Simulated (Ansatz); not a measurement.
A run for Ansatz (a program for electronic structure): U-B3LYP-D3(BJ)/def2-TZVP on C2H6Ga (SMILES [CH3][Ga][CH3]).

Ansatz 0.2 input:
```yaml
crystal:
  periodic: [false, false, false]
  atoms:
    - {symbol: C, position_ang: [1.82700000, -0.06030000, 0.08890000]}
    - {symbol: Ga, position_ang: [0.07800000, 0.58300000, -1.03200000]}
    - {symbol: C, position_ang: [-1.81620000, 0.08200000, -0.12640000]}
    - {symbol: H, position_ang: [2.40750000, -0.81260000, -0.44500000]}
    - {symbol: H, position_ang: [2.48620000, 0.76450000, 0.35850000]}
    - {symbol: H, position_ang: [1.43160000, -0.50680000, 1.00240000]}
    - {symbol: H, position_ang: [-1.59270000, -0.39000000, 0.83220000]}
    - {symbol: H, position_ang: [-2.38720000, -0.62190000, -0.73350000]}
    - {symbol: H, position_ang: [-2.43440000, 0.96200000, 0.05500000]}
basis:
  gaussian:
    orbitals: def2-TZVP
hamiltonian:
  xc: b3lyp
  dispersion: d3bj
magnetization: {spin_polarized: true, initial_magnetization: 1}
relax: {f_tol: 0.004, max_steps: 120}
```

Program output:

```
WARN ansatz: RAYON_NUM_THREADS=4 ignored (pool sized by the plan → 4); use --threads N
Functional definition: B3LYP
integrals: 0.06 GiB planned
1027 factors; their error is unknown
mean field: 0.80 GiB planned
mean field evaluation 1: about -54535.1634 eV, gradient 5.9e1 eV
mean field evaluation 2: about -54514.3711 eV, gradient 8.0e1 eV
mean field evaluation 4: about -54551.0010 eV, gradient 5.3e0 eV
mean field evaluation 8: about -54551.0627 eV, gradient 1.7e-1 eV
mean field evaluation 16: about -54551.1982 eV, gradient 1.7e-4 eV
mean field -54551.19815490 eV, -2004.7195560625 hartree, gradient 4.3e-5 eV, S^2 0.753678; 0 other end points of the search recorded, 0 dependent functions left out
the calculation of the forces begins
reference -54551.19841508 eV, -2004.7195656240 hartree; 25, 24 occupied and 121, 122 virtual orbitals, 1027 factors
relax step   1: F+E_penalty+E_count = -54551.44662061 eV  Δ(F+E_penalty+E_count) = +0.000e0 eV  max|allowed force component| = 9.761e-1 eV/Å  Δτ_max = 0.0000 Å  (30 SCF iters, accepted)
these checks for a lower state are left out or cut short: starts, cluster_reference, orbital_swaps, neighbouring_geometries, increment
integrals: 0.06 GiB planned
1027 factors; their error is unknown
mean field: 0.80 GiB planned
mean field -54551.36991675 eV, -2004.7258681939 hartree, gradient 1.9e-5 eV, S^2 0.752260; 0 other end points of the search recorded, 0 dependent functions left out
the calculation of the forces begins
reference -54551.37017548 eV, -2004.7258777022 hartree; 25, 24 occupied and 121, 122 virtual orbitals, 1027 factors
relax step   2: F+E_penalty+E_count = -54551.62327254 eV  Δ(F+E_penalty+E_count) = -1.767e-1 eV  max|allowed force component| = 5.246e-1 eV/Å  Δτ_max = 0.1425 Å  (33 SCF iters, accepted)
these checks for a lower state are left out or cut short: starts, cluster_reference, orbital_swaps, neighbouring_geometries, increment
integrals: 0.06 GiB planned
1027 factors; their error is unknown
mean field: 0.81 GiB planned
mean field evaluation 32: about -54551.2956 eV, gradient 1.9e-5 eV
mean field -54551.29556468 eV, -2004.7231358059 hartree, gradient 1.9e-5 eV, S^2 0.751561; 0 other end points of the search recorded, 0 dependent functions left out
the calculation of the forces begins
reference -54551.29582505 eV, -2004.7231453744 hartree; 25, 24 occupied and 121, 122 virtual orbitals, 1027 factors
relax step   3: F+E_penalty+E_count = -54551.54583358 eV  Δ(F+E_penalty+E_count) = +7.744e-2 eV  max|allowed force component| = 1.011e0 eV/Å  Δτ_max = 0.1863 Å  (33 SCF iters, rejected (line search))
these checks for a lower state are left out or cut short: starts, cluster_reference, orbital_swaps, neighbouring_geometries, increment
integrals: 0.06 GiB planned
1027 factors; their error is unknown
mean field: 0.81 GiB planned
mean field -54551.39894574 eV, -2004.7269349895 hartree, gradient 1.6e-5 eV, S^2 0.751920; 0 other end points of the search recorded, 0 dependent functions left out
the calculation of the forces begins
reference -54551.39920452 eV, -2004.7269444996 hartree; 25, 24 occupied and 121, 122 virtual orbitals, 1027 factors
relax step   4: F+E_penalty+E_count = -54551.65142985 eV  Δ(F+E_penalty+E_count) = -2.816e-2 eV  max|allowed force component| = 5.823e-2 eV/Å  Δτ_max = 0.0718 Å  (33 SCF iters, accepted)
these checks for a lower state are left out or cut short: starts, cluster_reference, orbital_swaps, neighbouring_geometries, increment
integrals: 0.06 GiB planned
1027 factors; their error is unknown
mean field: 0.81 GiB planned
mean field -54551.39918604 eV, -2004.7269438206 hartree, gradient 1.9e-5 eV, S^2 0.751924; 0 other end points of the search recorded, 0 dependent functions left out
the calculation of the forces begins
reference -54551.39944514 eV, -2004.7269533423 hartree; 25, 24 occupied and 121, 122 virtual orbitals, 1027 factors
relax step   5: F+E_penalty+E_count = -54551.65176366 eV  Δ(F+E_penalty+E_count) = -3.338e-4 eV  max|allowed force component| = 6.581e-3 eV/Å  Δτ_max = 0.0288 Å  (34 SCF iters, accepted)
these checks for a lower state are left out or cut short: starts, cluster_reference, orbital_swaps, neighbouring_geometries, increment
integrals: 0.06 GiB planned
1027 factors; their error is unknown
mean field: 0.81 GiB planned
mean field -54551.39940761 eV, -2004.7269519630 hartree, gradient 8.9e-6 eV, S^2 0.751939; 0 other end points of the search recorded, 0 dependent functions left out
the calculation of 
[...]
4101 eV, gradient 1.6e-3 eV
mean field -54551.41007909 eV, -2004.7273441327 hartree, gradient 1.6e-5 eV, S^2 0.752023; 0 other end points of the search recorded, 0 dependent functions left out
the calculation of the forces begins
reference -54551.41034119 eV, -2004.7273537646 hartree; 25, 24 occupied and 121, 122 virtual orbitals, 1027 factors
relax step  17: F+E_penalty+E_count = -54551.66459052 eV  Δ(F+E_penalty+E_count) = -5.875e-5 eV  max|allowed force component| = 1.136e-1 eV/Å  Δτ_max = 0.0629 Å  (32 SCF iters, accepted)
these checks for a lower state are left out or cut short: starts, cluster_reference, orbital_swaps, neighbouring_geometries, increment
integrals: 0.06 GiB planned
1027 factors; their error is unknown
mean field: 0.81 GiB planned
mean field -54551.41216895 eV, -2004.7274209338 hartree, gradient 2.7e-5 eV, S^2 0.752024; 0 other end points of the search recorded, 0 dependent functions left out
the calculation of the forces begins
reference -54551.41243118 eV, -2004.7274305705 hartree; 25, 24 occupied and 121, 122 virtual orbitals, 1027 factors
relax step  18: F+E_penalty+E_count = -54551.66655956 eV  Δ(F+E_penalty+E_count) = -1.969e-3 eV  max|allowed force component| = 3.820e-3 eV/Å  Δτ_max = 0.0450 Å  (32 SCF iters, accepted)
these checks for a lower state are left out or cut short: starts, cluster_reference, orbital_swaps, neighbouring_geometries, increment
integrals: 0.06 GiB planned
1027 factors; their error is unknown
mean field: 0.81 GiB planned
mean field -54551.41205143 eV, -2004.7274166148 hartree, gradient 2.7e-5 eV, S^2 0.752063; 0 other end points of the search recorded, 0 dependent functions left out
the calculation of the forces begins
reference -54551.41231281 eV, -2004.7274262206 hartree; 25, 24 occupied and 121, 122 virtual orbitals, 1027 factors
relax step  19: F+E_penalty+E_count = -54551.66662573 eV  Δ(F+E_penalty+E_count) = -6.617e-5 eV  max|allowed force component| = 7.466e-2 eV/Å  Δτ_max = 0.0933 Å  (32 SCF iters, accepted)
these checks for a lower state are left out or cut short: starts, cluster_reference, orbital_swaps, neighbouring_geometries, increment
integrals: 0.06 GiB planned
1027 factors; their error is unknown
mean field: 0.81 GiB planned
mean field -54551.41279460 eV, -2004.7274439258 hartree, gradient 1.2e-5 eV, S^2 0.752046; 0 other end points of the search recorded, 0 dependent functions left out
the calculation of the forces begins
reference -54551.41305588 eV, -2004.7274535279 hartree; 25, 24 occupied and 121, 122 virtual orbitals, 1027 factors
relax step  20: F+E_penalty+E_count = -54551.66721428 eV  Δ(F+E_penalty+E_count) = -5.885e-4 eV  max|allowed force component| = 2.243e-2 eV/Å  Δτ_max = 0.0101 Å  (34 SCF iters, accepted)
these checks for a lower state are left out or cut short: starts, cluster_reference, orbital_swaps, neighbouring_geometries, increment
integrals: 0.06 GiB planned
1027 factors; their error is unknown
mean field: 0.81 GiB planned
mean field -54551.41281740 eV, -2004.7274447637 hartree, gradient 1.3e-5 eV, S^2 0.752025; 0 other end points of the search recorded, 0 dependent functions left out
the calculation of the forces begins
reference -54551.41307862 eV, -2004.7274543635 hartree; 25, 24 occupied and 121, 122 virtual orbitals, 1027 factors
relax step  21: F+E_penalty+E_count = -54551.66730025 eV  Δ(F+E_penalty+E_count) = -8.597e-5 eV  max|allowed force component| = 1.337e-2 eV/Å  Δτ_max = 0.0049 Å  (35 SCF iters, accepted)
these checks for a lower state are left out or cut short: starts, cluster_reference, orbital_swaps, neighbouring_geometries, increment
integrals: 0.06 GiB planned
1027 factors; their error is unknown
mean field: 0.81 GiB planned
mean field evaluation 160: about -54551.2775 eV, gradient 1.3e-3 eV
mean field -54551.41280739 eV, -2004.7274443960 hartree, gradient 1.4e-5 eV, S^2 0.752027; 0 other end points of the search recorded, 0 dependent functions left out
the calculation of the forces begins
reference -54551.41306843 eV, -2004.7274539888 hartree; 25, 24 occupied and 121, 122 virtual orbitals, 1027 factors
relax step  22: F+E_penalty+E_count = -54551.66734245 eV  Δ(F+E_penalty+E_count) = -4.220e-5 eV  max|allowed force component| = 1.839e-3 eV/Å  Δτ_max = 0.0087 Å  (33 SCF iters, accepted)
these checks for a lower state are left out or cut short: starts, cluster_reference, orbital_swaps, neighbouring_geometries, increment
integrals: 0.06 GiB planned
1027 factors; their error is unknown
mean field: 0.81 GiB planned
mean field -54551.41281813 eV, -2004.7274447906 hartree, gradient 2.0e-5 eV, S^2 0.752028; 0 other end points of the search recorded, 0 dependent functions left out
the calculation of the forces begins
reference -54551.41307893 eV, -2004.7274543747 hartree; 25, 24 occupied and 121, 122 virtual orbitals, 1027 factors
relax step  23: F+E_penalty+E_count = -54551.66736418 eV  Δ(F+E_penalty+E_count) = -2.173e-5 eV  max|allowed force component| = 4.118e-3 eV/Å  Δτ_max = 0.0141 Å  (35 SCF iters, accepted)
these checks for a lower state are left out or cut short: starts, cluster_reference, orbital_swaps, neighbouring_geometries, increment
integrals: 0.06 GiB planned
1027 factors; their error is unknown
mean field: 0.81 GiB planned
mean field -54551.41274074 eV, -2004.7274419465 hartree, gradient 1.5e-5 eV, S^2 0.752029; 0 other end points of the search recorded, 0 dependent functions left out
the calculation of the forces begins
reference -54551.41300135 eV, -2004.7274515238 hartree; 25, 24 occupied and 121, 122 virtual orbitals, 1027 factors
relax step  24: F+E_penalty+E_count = -54551.66735717 eV  Δ(F+E_penalty+E_count) = +7.015e-6 eV  max|allowed force component| = 9.446e-3 eV/Å  Δτ_max = 0.0108 Å  (35 SCF iters, rejected (line search))
these checks for a lower state are left out or cut short: starts, cluster_reference, orbital_swaps, neighbouring_geometries, increment
integrals: 0.06 GiB planned
1027 factors; their error is unknown
mean field: 0.81 GiB planned
mean field -54551.41282175 eV, -2004.7274449238 hartree, gradient 1.2e-5 eV, S^2 0.752028; 0 other end points of the search recorded, 0 dependent functions left out
the calculation of the forces begins
reference -54551.41308247 eV, -2004.7274545050 hartree; 25, 24 occupied and 121, 122 virtual orbitals, 1027 factors
relax step  25: F+E_penalty+E_count = -54551.66736855 eV  Δ(F+E_penalty+E_count) = -4.370e-6 eV  max|allowed force component| = 6.292e-4 eV/Å  Δτ_max = 0.0053 Å  (34 SCF iters, accepted)
integrals: 0.06 GiB planned
1027 factors; their error is unknown
mean field: 0.81 GiB planned
mean field evaluation 192: about -54551.2347 eV, gradient 4.3e0 eV
mean field -54551.41282175 eV, -2004.7274449238 hartree, gradient 1.8e-5 eV, S^2 0.752028; 1 other end points of the search recorded, 0 dependent functions left out
the calculation of the forces begins
reference -54551.41308247 eV, -2004.7274545050 hartree; 25, 24 occupied and 121, 122 virtual orbitals, 1027 factors
Total energy: -54551.66762927 eV, -2004.7368089273 hartree
Atom 0 at     1.719746    -0.041399     0.096313 Å, force    -0.000366    -0.000325    -0.000300 eV/Å
Atom 1 at     0.058766     1.041991    -0.287991 Å, force     0.000040     0.000629    -0.000039 eV/Å
Atom 2 at    -1.716759     0.095164    -0.111077 Å, force     0.000359    -0.000383    -0.000293 eV/Å
Atom 3 at     1.738128    -0.896964    -0.584560 Å, force     0.000116     0.000116     0.000209 eV/Å
Atom 4 at     2.639391     0.528352    -0.017955 Å, force    -0.000144     0.000044    -0.000070 eV/Å
Atom 5 at     1.654600    -0.420181     1.120117 Å, force     0.000183    -0.000140     0.000161 eV/Å
Atom 6 at    -1.803792    -0.285739     0.910305 Å, force    -0.000219    -0.000108     0.000164 eV/Å
Atom 7 at    -1.722047    -0.757458    -0.795866 Å, force    -0.000110     0.000115     0.000221 eV/Å
Atom 8 at    -2.568232     0.736134    -0.329186 Å, force     0.000141     0.000052    -0.000054 eV/Å
Dipole moment:    -0.004183    -0.074127     0.020481 e Å
```

The calculation finished and met its thresholds.

Cost: roughly 3 core-minutes.
